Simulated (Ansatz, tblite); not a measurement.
Cost and result up the ladder for trans-PdH(PF3)2Br (P2PdHBrF6) (11 atoms). The state is a singlet with charge 0. Geometry: PBE0-D4/def2-SVP.

```xyz
11

Pd    0.006    0.035    0.040
H     0.169    1.019    1.238
P    -2.035    0.856   -0.300
F    -3.237   -0.148   -0.201
F    -2.324    1.505   -1.699
F    -2.601    2.003    0.619
Br   -0.253   -1.534   -1.870
P     2.056   -0.733    0.450
F     2.196   -2.259    0.786
F     2.910   -0.145    1.636
F     3.115   -0.598   -0.700
```

Ansatz on 4 threads of Arm Neoverse N1 on a shared host; xTB runs through tblite on one thread. Times are rough, summed over both states, and most runs start from the orbitals of an earlier one. PBE-QIDH/def2-TZVP serves as the yardstick here, not as an exact answer. Differences are given only for rows in sets of like size (and for xTB, whose basis is part of the method), since another set adds its own error. The other state is a triplet at its own geometry.

In the def2 sets Pd takes a core potential; there is no spin–orbit coupling. The xTB rows come from tblite. Correlated methods freeze 25 core orbitals; core or outer-core shells of Pd, Br are correlated, in sets that lack core-valence functions. The rows differ in basis, and correlated rows in double-zeta sets carry the largest basis error. The name describes the singlet; other states may take another shape.

Second-order perturbation terms are unreliable where d shells bring near-degenerate states, and here MP2/def2-SVP lies more than 0.4 eV from the median of the functionals without such a term.

Correlated methods converge slowly with the basis, most of all in double-zeta sets.

xTB has no spin-polarisation term.

```
                            level  functions  wall time  triplet − singlet (eV)  difference from PBE-QIDH/def2-TZVP (eV)                                   remarks
                         GFN2-xTB         61    0.035 s                    2.04                                    -0.25                                         –
                         GFN1-xTB         62    0.042 s                    1.92                                    -0.37                                         –
                     MP2/def2-SVP        188       31 s                    2.69                                        –                                         –
                 PBE-D4/def2-TZVP        354       31 s                    1.91                                    -0.39                                         –
r2SCAN-D4/def2-TZVP (with forces)        354       71 s                    1.97                                    -0.32                                         –
                PBE0-D4/def2-TZVP        354    1.9 min                    2.03                                    -0.26                                         –
               PBE-QIDH/def2-TZVP        354    2.7 min                    2.29                                     0.00  test for broken spin undecided (singlet)
                ωB97X-V/def2-TZVP        354    2.8 min                    2.19                                    -0.11                                         –
```
